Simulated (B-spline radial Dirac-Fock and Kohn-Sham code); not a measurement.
Ionisation of each subshell: La³⁵⁺

System: La³⁵⁺, [Ar] 3d4; nuclear rms radius 4.855 fm (A = 139).

Method: multi-electron Dirac-Fock with separately optimised hole states, Breit and Lamb-shift corrections added in first order. Computed with a radial B-spline solver. The model has no electron correlation. Energies are counted from the vacuum level.

All terms are in eV, carry their sign (relaxation lowers the binding energy) and add up to the binding energy; ⟨r⟩ is the mean radius of the orbital in the initial state.

| subshell | −ε (Koopmans) | relaxation | Breit | QED | binding energy | ⟨r⟩ (bohr) |
| --- | --- | --- | --- | --- | --- | --- |
| K (1s) | 40869.0 | -38.41 | -98.42 | -49.97 | 40682.2 | 0.025 |
| L1 (2s) | 8002.4 | -11.71 | -10.20 | -6.60 | 7973.9 | 0.106 |
| L2 (2p1/2) | 7638.0 | -14.39 | -16.41 | 0.36 | 7607.6 | 0.089 |
| L3 (2p3/2) | 7218.4 | -13.26 | -10.71 | -0.38 | 7194.0 | 0.095 |
| M1 (3s) | 2838.4 | -1.62 | -2.11 | -1.60 | 2833.1 | 0.268 |
| M2 (3p1/2) | 2687.5 | -1.92 | -3.46 | 0.04 | 2682.2 | 0.257 |
| M3 (3p3/2) | 2591.9 | -1.72 | -2.18 | -0.11 | 2587.9 | 0.267 |
| M4,5 (3d) | 2366.0 | -2.39 | -1.08 | 0.08 | 2362.6 | 0.237 |

For the deepest level, K (1s), the Breit terms make up -0.242 % of the binding energy, QED -0.123 % and orbital relaxation -0.094 %.

Spin-orbit splittings: 2p 413.5 eV, 3p 94.29 eV.

Going to the tabulated ground configuration of the next ion removes an electron from M4,5 (3d), computed at 2362.6 eV. NIST lists 2377 ± 5 eV as the ionisation energy of this species (theoretical), +14.35 eV from the computed value. Where a p, d or f shell is open in either ion the computed value averages over both j values and all terms, while the table refers to the lowest levels; that difference holds spin-orbit splitting (largest in heavy or highly charged ions), term energies where several electrons share open shells, and correlation, and it can reach 10 % or more.
